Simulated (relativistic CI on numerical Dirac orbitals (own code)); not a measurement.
## d2 in a ligand field

Computed with a parametric ligand-field model of a d^n configuration (Racah B and C, spin-orbit zeta, crystal field), exact diagonalisation.

Field parameters in Wybourne normalisation: D3d B²₀ = −7Dσ, B⁴₀ = −14Dq − 21Dτ, B⁴₃ = −14√(10/7) Dq; D4h B²₀ = −7Ds, B⁴₀ = 21(Dq − Dt), B⁴₄ = 21√(5/14) Dq; Oh B⁴₀ = 21Dq, B⁴₄ = √(5/14) B⁴₀. The field is a parameter set, without covalency.

Question: Ground term and bands for B = 320, C = 1150, ζ = 0 cm⁻¹, D4h, 10Dq = 19900, Ds = -1500, Dt = 740 cm⁻¹?

Answer: Ground term 1A1 with 0.00 electrons in the two orbitals of the cubic e set. Spin-allowed: 1E 6603 cm⁻¹ (1514 nm), 1B2 14648 cm⁻¹ (683 nm), 1B1 14816 cm⁻¹ (675 nm), 1A1 18934 cm⁻¹ (528 nm). Lowest spin-forbidden: 3E 2294 cm⁻¹, 3A2 10111 cm⁻¹ (989 nm), 3B2 15484 cm⁻¹ (646 nm).

Question: Ground term and bands for B = 990, C = 5080, ζ = 0 cm⁻¹, Oh, 10Dq = 18550 cm⁻¹?

Answer: Ground term 3T1 with 0.04 electrons in the two orbitals of the cubic e set. Spin-allowed: 3T2 16810 cm⁻¹ (595 nm), 3T1 29920 cm⁻¹ (334 nm), 3A2 35360 cm⁻¹ (283 nm). Lowest spin-forbidden: 1T2 16684 cm⁻¹ (599 nm), 1E 17007 cm⁻¹ (588 nm), 1A1 33594 cm⁻¹ (298 nm).

Question: Ground term and bands for B = 710, C = 3380, ζ = 0 cm⁻¹, Oh, 10Dq = 7250 cm⁻¹?

Answer: Ground term 3T1 with 0.08 electrons in the two orbitals of the cubic e set. Spin-allowed: 3T2 6341 cm⁻¹ (1577 nm), 3A2 13591 cm⁻¹ (736 nm), 3T1 16082 cm⁻¹ (622 nm). Lowest spin-forbidden: 1T2 11419 cm⁻¹ (876 nm), 1E 11816 cm⁻¹ (846 nm), 1T2 19603 cm⁻¹ (510 nm).

Question: Ground term and bands for B = 880, C = 4110, ζ = 0 cm⁻¹, D3d, 10Dq = 21150, Dσ = -950, Dτ = 340 cm⁻¹?

Answer: Ground term 3E with 0.05 electrons in the two orbitals of the cubic e set. Spin-allowed: 3A2 801 cm⁻¹, 3A1 20993 cm⁻¹ (476 nm), 3E 21350 cm⁻¹ (468 nm), 3A2 30995 cm⁻¹ (323 nm). Lowest spin-forbidden: 1A1 14145 cm⁻¹ (707 nm), 1E 14183 cm⁻¹ (705 nm), 1E 14405 cm⁻¹ (694 nm).

Question: Ground term and bands for B = 740, C = 3480, ζ = 0 cm⁻¹, D3d, 10Dq = 20850, Dσ = -1200, Dτ = -380 cm⁻¹?

Answer: Ground term 3A2 with 0.01 electrons in the two orbitals of the cubic e set. Spin-allowed: 3E 5553 cm⁻¹ (1801 nm), 3A1 19581 cm⁻¹ (511 nm), 3E 21743 cm⁻¹ (460 nm), 3A2 28742 cm⁻¹ (348 nm). Lowest spin-forbidden: 1E 11646 cm⁻¹ (859 nm), 1A1 16678 cm⁻¹ (600 nm), 1E 17571 cm⁻¹ (569 nm).
